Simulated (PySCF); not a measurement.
Sn⁺: excitation energy

Sn⁺ [Kr] 4d10 5s2 5p1 (2P) → Sn⁺ [Kr] 4d10 5s1 5p2, s spin flipped, as a difference of total energies. Computed with PySCF 2.14 in x2c-QZVPPall, with scalar relativity by spin-free X2C-1e. Correlated levels: valence: [Kr] 4d10 frozen; valence and next inner shell: [Ar] 3d10 frozen. The calculations carry no spin-orbit coupling.

```tsv
method	excitation energy (eV)
UHF	8.309
LDA	7.666
PBE	7.541
PBE0	7.770
r2SCAN	7.698
TPSS	7.583
wB97X-V	8.095
HSE06	7.758
MP2 (valence)	7.812
SCS-MP2 (valence)	7.767
MP2 (valence and next inner shell)	7.839
SCS-MP2 (valence and next inner shell)	7.780
```

**Question.** How much does correlation contribute at MP2 (valence and next inner shell)?

**Answer.** 7.839 − (8.309) = -0.470 eV, measured against UHF.

The upper determinant mixes two multiplicities, so it lies between the two terms.
